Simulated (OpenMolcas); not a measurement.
A calculation on neutral beryllium.

```
Program             : OpenMolcas
Method              : CASSCF
Basis               : ANO-RCC-VTZP [4s3p2d1f]
Scalar Hamiltonian  : DKH2, point nucleus
Active space        : 2 electrons in 4 orbitals (2s 2p)
State averaging     : 2S+1 = 3 even, 3 roots (0 in the spin-orbit step); 2S+1 = 1 even, 1 root; 2S+1 = 3 odd, 3 roots
Spin-orbit coupling : RASSI with atomic mean-field integrals over the reference wave functions, term energies averaged over their components
```

Task: Which level of the active space comes out lowest?

Result: 2s² ¹S₀, with 100 % of that term; it is also the measured ground level.

Task: How high does 2s 2p ³P°₁ lie?

Result: 2.8685 eV above the lowest level; measured 2.7250 eV above the ground level, so the calculation is off by +5 %.

Task: How high does 2s 2p ³P°₂ lie?

Result: 2.8688 eV above the lowest level; measured 2.7253 eV above the ground level, so the calculation is off by +5 %.

Task: How high does 2s 2p ³P°₀ lie?

Result: 2.8684 eV above the lowest level; measured 2.7250 eV above the ground level, so the calculation is off by +5 %.

Measured values: NIST Handbook of Basic Atomic Spectroscopic Data.

Without dynamic correlation excited terms often stand tens of per cent too high (terms of higher spin than the ground term too low), and those without a measured partner can miss by more than the paired ones. Computed and measured levels are paired by configuration, term and J; levels that our copy of the source lacks, or whose pairing is in doubt (as where it misses far off the trend of its configuration), stay unpaired and out of the deviations. Levels of configurations outside the active space are missing.

° marks odd parity.
